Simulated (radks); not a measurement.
Q: All-electron atom: Pm I in [Xe] 4f5 6s2 (the NIST ground configuration). Method: scalar-relativistic Kohn-Sham, BLYP, spin-unpolarised, spherical densities, finite nucleus; Fermi nuclear charge, rms radius 4.962 fm; computed with a radial shooting solver on a logarithmic mesh with Libxc functionals. Some entries of the table are withheld. Estimate them.

orbital  occ.  eigenvalue (eV)  <r^2> (bohr^2)  <r> (bohr)
1s          2        -45023.28             (1)     0.02318
2s          2        -7320.305         0.01156     0.09896
2p          6              (2)        0.009259     0.08710
3s          2        -1595.907         0.07756      0.2606
3p          6        -1350.263         0.07762      0.2588
3d         10              (3)         0.06566      0.2362
4s          2              (4)          0.3967      0.5929
4p          6        -236.3402          0.4482      0.6278
4d         10        -122.4685          0.5500      0.6883
5s          2         -41.6269           2.335       1.440
5p          6         -22.4176           3.279       1.697
6s          2          -3.4059           21.64       4.357
4f          5          -1.9267           1.648       1.072

A: 
(1) 1s <r^2> (bohr^2): 0.0007317
(2) 2p eigenvalue (eV): -6538.092
(3) 3d eigenvalue (eV): -1013.327
(4) 4s eigenvalue (eV): -316.9582
